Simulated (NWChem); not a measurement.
Program: NWChem. System: CSi, charge 1, spin multiplicity 4, at the geometry of a parent with another charge or spin, in a state set for the comparison that need not be this species' ground state. Its SCF solution wasn't tested for a lower state. Level: UMP2/def2-TZVP, 6 core orbitals frozen.

NWChem printed:

```
             Northwest Computational Chemistry Package (NWChem) 7.3.0
             --------------------------------------------------------

                                NWChem Input Module
                                -------------------

 Scaling coordinates for geometry "geometry" by  1.889725989
 (inverse scale =  0.529177249)

 Turning off AUTOSYM since
 SYMMETRY directive was detected!

                             Geometry "geometry" -> ""
                             -------------------------

 Output coordinates in angstroms (scale by  1.889725989 to convert to a.u.)

  No.       Tag          Charge          X              Y              Z
 ---- ---------------- ---------- -------------- -------------- --------------
    1 Si                  14.0000     0.00000000     0.00000000     0.52119200
    2 C                    6.0000     0.00000000     0.00000000    -1.21611600

 Effective nuclear repulsion energy (a.u.)      25.5860727723

            Nuclear Dipole moment (a.u.)
            ----------------------------
        X                 Y               Z
 ---------------- ---------------- ----------------
     0.0000000000     0.0000000000    -0.0000151178

      Symmetry information
      --------------------

 Group name             C2v
 Group number             16
 Group order               4
 No. of unique centers     2

      Symmetry unique atoms

     1    2


 Summary of "ao basis" -> "" (spherical)
 ------------------------------------------------------------------------------
       Tag                 Description            Shells   Functions and Types
 ---------------- ------------------------------  ------  ---------------------
 *                         def2-tzvp                  on all atoms

 Summary of "ao basis" -> "ao basis" (spherical)
 ------------------------------------------------------------------------------
       Tag                 Description            Shells   Functions and Types
 ---------------- ------------------------------  ------  ---------------------
 Si                        def2-tzvp                13       37   5s5p2d1f
 C                         def2-tzvp                11       31   5s3p2d1f

                                 NWChem SCF Module
                                 -----------------

  ao basis        = "ao basis"
  functions       =    68
  atoms           =     2
  alpha electrons =    11
  beta  electrons =     8
  charge          =   1.00
[...]
     2   0 2 0    -10.228409     -7.077407     -3.151002      0.000000
     2   0 1 1     -0.000000      0.000000     -0.000000      0.000000
     2   0 0 2     -9.664819    -36.760815    -18.172973     45.268969

                   NWChem MP2 Semi-direct Energy/Gradient Module
                   ---------------------------------------------

  Basis functions       =     68
  Molecular orbitals    =     68
  Frozen core           =      6
  Frozen virtuals       =      0
  Active alpha occupied =      5
  Active beta occupied  =      2
  Active alpha virtual  =     57
  Active beta virtual   =     60
  Use MO symmetry       = T
  Use skeleton AO sym   = T

  AO/Fock/Back tols     =   1.0D-09  1.0D-09  1.0D-09

 GA uses MA = F    GA memory limited = T

 Available:
  local mem=  1.26D+08
 global mem=  1.44D+08
 local disk=  0.00D+00
  mp2_memr nvloc                    57
  nvloc new                    57
   1 passes of   5:        4194304                      23677                   2275443.
   1 passes of   5: M    126150524           G      144169952           F     121956220.

 Semi-direct pass number   1 of   1  for UHF alpha       at        0.6s
  vrange nnbf                  2340
  mp2_eaftype                    10  avail_ma_in_mb                  1099
 EAF : mp2_eaftype filesize          10    1137722.
  mp2_eaf for mointskh                     10
Node 0 wrote      5.3 Mb in      0.0 s     Agg I/O rate:  1773.9 Mb/s
 Done moints_semi at        1.3s
  mp2_eaftype                    10  avail_ma_in_mb                  1089
 EAF : mp2_eaftype filesize          10    1137722.
  mp2_eaf for kh                    10
 Done maket at        1.3s
 Done multipass loop at        1.3s

 GA uses MA = F    GA memory limited = T

 Available:
  local mem=  1.26D+08
 global mem=  1.44D+08
 local disk=  0.00D+00
  mp2_memr nvloc                    60
  nvloc new                    60
   1 passes of   2:        4194304                      15430                    962703.
   1 passes of   2: M    126150524           G      144169952           F     121956220.

 Semi-direct pass number   1 of   1  for UHF beta        at        1.3s
  vrange nnbf                  2340
  mp2_eaftype                    10  avail_ma_in_mb                  1099
 EAF : mp2_eaftype filesize          10     481352.
  mp2_eaf for mointskh                     10
Node 0 wrote      2.2 Mb in      0.0 s     Agg I/O rate:  2251.0 Mb/s
 Done moints_semi at        2.0s
  mp2_eaftype                    10  avail_ma_in_mb                  1089
 EAF : mp2_eaftype filesize          10     481352.
  mp2_eaf for kh                    10
 Done maket at        2.0s
 Done multipass loop at        2.0s

          -------------------------------------------
          SCF energy                -326.361183777567
          Correlation energy          -0.133027664913
          Singlet pairs                0.000000000000
          Triplet pairs                0.000000000000
          Total MP2 energy          -326.494211442480
          -------------------------------------------

          ---------------------------------------------------
                    Spin Component Scaled (SCS) MP2
          Same spin pairs                     -0.035927414055
          Same spin scaling factor             0.333333333333
          Opposite spin pairs                 -0.097100250858
          Opposite spin scaling fact.          1.200000000000
          SCS-MP2 correlation energy          -0.128496105714
          Total SCS-MP2 energy              -326.489679883282
          ---------------------------------------------------

 -----------------------
 Performance information
 -----------------------

 Timer overhead =  9.62D-08 seconds/call

               Nr. of calls         CPU time (s)                 Wall time (s)                GFlops
             ---------------    -------------------     ------------------------------   -------------------
Name         Min   Avg   Max    Min     Avg     Max     Min     Avg     Max   Mx/calls   Min     Max     Sum
mp2: moin     2     2     2    1.4     1.4     1.4      1.4     1.4     1.4    0.69      0.0     0.0     0.0
mp2: make     2     2     2   2.02E-2 2.02E-2 2.02E-2  2.02E-2 2.02E-2 2.02E-2 1.01E-2   0.0     0.0     0.0
mp2: tota     1     1     1    1.4     1.4     1.4      1.4     1.4     1.4     1.4      0.0     0.0     0.0

 The average no. of pstat calls per process was 5.00D+00
 with a timing overhead of 4.81D-07s

 Task  times  cpu:        2.0s     wall:        2.0s

 Total times  cpu:        2.0s     wall:        2.0s
```

Q: Write an NWChem input that would produce this output.

A: Several could match; the one computed here: 
```
start mol
memory heap 200 mb stack 900 mb global 1100 mb
charge 1
geometry units angstroms nocenter noautoz
  Si     0.000000     0.000000     0.521192
  C      0.000000     0.000000    -1.216116
  symmetry group C2v
end
basis spherical
  * library def2-tzvp
end
scf
  uhf
  nopen 3
  maxiter 100
  thresh 1e-7
  semidirect memsize 60000000 filesize 0
  # guess.movecs holds the orbitals of an unrestricted PBE0 run
  vectors input guess.movecs output mol.movecs
end
mp2
  freeze core 6
end
task mp2 energy
```
